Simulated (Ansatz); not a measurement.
Total energies of CH4BInOSi.

```xyz
9

O     2.672   -1.273    0.845
C     1.719   -0.722    0.493
In    0.931    1.756   -0.871
B     0.532   -0.048    0.060
Si   -1.342   -0.637    0.252
H     1.143    3.249   -1.650
H    -2.243    0.391   -0.355
H    -1.637   -1.922   -0.444
H    -1.775   -0.795    1.670
```

Total charge 0; spin multiplicity 1. Correlated methods include outer-core shells of In, which these sets cover unevenly. In takes the def2 core potential. The bonds changed during the relaxation, so this is another structure than the one it started from. The geometry is a stationary point of PBE0-D4/def2-TZVP. Basis def2-TZVPP, the Gaussian-basis code of Ansatz.

RPA on PBE orbitals: Hartree–Fock energy of these orbitals -617.82525 Eh, correlation -1.41846 Eh (frozen core).

```tsv
functional	energy without D4 (Eh)	D4 term (kJ/mol)
LDA (SPW92)	-617.58148	–
LC-ωPBE	-620.06305	–
```

Give the same for PBE, revPBE, BLYP, r2SCAN, B97M-V, PBE0, B3LYP, r2SCANh, r2SCAN0, HSE06 (plane-wave form), BHLYP, CAM-B3LYP, ωB97X-V, ωB97M-V, B2PLYP, PBE-QIDH. (An estimate is asked.)

Computed: 
| functional | energy without D4 (Eh) | D4 term (kJ/mol) |
| --- | --- | --- |
| PBE | -619.92901 | -22.7 |
| revPBE | -620.20095 | -57.6 |
| BLYP | -620.16357 | -48.2 |
| r2SCAN | -620.21230 | -5.3 |
| B97M-V | -620.16440 | – |
| PBE0 | -619.95364 | -19.5 |
| B3LYP | -620.33646 | -37.1 |
| r2SCANh | -620.18595 | -5.8 |
| r2SCAN0 | -620.14810 | -6.5 |
| HSE06 (plane-wave form) | -619.93889 | -18.5 |
| BHLYP | -620.07642 | -33.4 |
| CAM-B3LYP | -620.15114 | -20.3 |
| ωB97X-V | -620.12051 | – |
| ωB97M-V | -620.10850 | – |
| B2PLYP | -619.79704 | – |
| PBE-QIDH | -619.63405 | – |

B3LYP takes the VWN-RPA correlation (the form of Gaussian; ORCA's B3LYP/G). HSE06 is the plane-wave form, built on full-range PBE exchange. The double hybrids freeze the cores in their second-order part.

LC-ωPBE has ω = 0.4 bohr⁻¹.
